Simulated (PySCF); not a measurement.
C3H5ClSi, SMILES C=C=C[SiH2]Cl. Atoms are numbered in the order given.

```xyz
10

C      3.1390    -0.0562    -0.6324
C      2.0510     0.1312     0.0676
C      0.9363     0.3250     0.7300
Si    -0.6484     0.6732    -0.1774
Cl    -2.0115    -0.8533     0.1675
H      3.7895     0.7821    -0.9007
H      3.4302    -1.0588    -0.9611
H      0.9474     0.2788     1.8274
H     -0.3729     0.7502    -1.6366
H     -1.2797     1.9292     0.3161
```

Geometry optimised at PBE0-D3(BJ)/def2-SVP. The structure was generated by enumeration, and PubChem lists no compound with its InChIKey, so it may never have been made. Other conformers were not sampled.

Two levels are set side by side: PBE/pcSseg-1 (PySCF) and PBE0/pcSseg-1 (PySCF). GIAO shifts against HCl (³⁵Cl), TMS (²⁹Si), TMS (¹H), TMS (¹³C) at the same level; non-relativistic, no solvent, atoms listed together averaged. Without spin–orbit terms, shifts of atoms bonded to Cl or Br come out too high at both levels. Differences are taken from unrounded values.

```csv
quantity,PBE0
δ(¹³C) of C1 (ppm),75.7
δ(¹³C) of C2 (ppm),231.3
δ(¹³C) of C3 (ppm),83.7
δ(²⁹Si) of Si4 (ppm),-8.8
δ(³⁵Cl) of Cl5 (ppm),-22.8
δ(¹H) of H8 (ppm),5.57
```

**Question.** What does PBE give, and how far is it from PBE0? (The exact figures need the calculation; the answer reports its results.)

**Answer.** 
```
quantity                PBE  PBE minus PBE0
--------------------  -----  --------------
δ(¹³C) of C1 (ppm)     73.1            -2.6
δ(¹³C) of C2 (ppm)    226.0            -5.3
δ(¹³C) of C3 (ppm)     82.8            -0.9
δ(²⁹Si) of Si4 (ppm)   -9.2            -0.4
δ(³⁵Cl) of Cl5 (ppm)   -9.1            13.7
δ(¹H) of H8 (ppm)      5.52           -0.05
```

Rough cost on one machine, each run with all the roots and properties that it gave: PBE0 against PBE within a factor of 2.
